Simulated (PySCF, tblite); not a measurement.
Isomers of C6H13P, one GFN2-xTB conformer each. Single-point energies are computed at PBE0/pcSseg-1 (PySCF, gas phase, no added dispersion term), electronic only.

Question: Rank them by PBE0/pcSseg-1 energy, lowest first (kJ/mol).
A. `[CH3:1][P:2]1[CH2:3][CH2:4][CH2:5][CH2:6][CH2:7]1` with C1–P2–C3–C4 -160°, P2–C3–C4–C5 66°, C3–C4–C5–C6 -62°, C4–C5–C6–C7 62°
B. `[CH2:1]=[CH:2][PH:3][CH2:4][CH:5]([CH3:6])[CH3:7]` with C1–C2–P3–C4 118°, C2–P3–C4–C5 178°, P3–C4–C5–C6 62°
C. `[CH3:1][CH:2]([CH3:3])[CH2:4][P:5]1[CH2:6][CH2:7]1` with C1–C2–C4–P5 -172°, C2–C4–P5–C6 139°

Answer: A (0.0), C (86.3), B (118.4).

As drawn, the highest has a C=C bond outside aromatic rings, which the lowest lacks. GFN2-xTB itself gives, in the same order: 0.0, 90.7, 128.9. Both levels put the same isomer lowest; measured from each level's own lowest isomer, the values differ by up to 10.5 kJ/mol (C=CPCC(C)C: 128.9 against 118.4).

Which frontier levels, dipoles and rotational constants go with these structures?

```csv
SMILES,"HOMO (eV, PBE0/pcSseg-1)",LUMO (eV),dipole (D),"A, B, C (MHz)"
CP1CCCCC1,-6.47,1.19,1.25,"3576, 1764, 1369"
CC(C)CP1CC1,-6.95,0.75,1.27,"4388, 1179, 1069"
C=CPCC(C)C,-6.62,-0.10,1.20,"4815, 956.3, 887.2"
```

What happens when harmonic zero-point energies from GFN2-xTB frequencies are added?

| SMILES | ZPE (kJ/mol) | electronic (kJ/mol) | with ZPE (kJ/mol) |
| --- | --- | --- | --- |
| CP1CCCCC1 | 463.5 | 0.0 | 0.0 |
| CC(C)CP1CC1 | 458.7 | 86.3 | 81.5 |
| C=CPCC(C)C | 450.0 | 118.4 | 104.8 |

The zero-point energies span 13.5 kJ/mol. The order is unchanged.
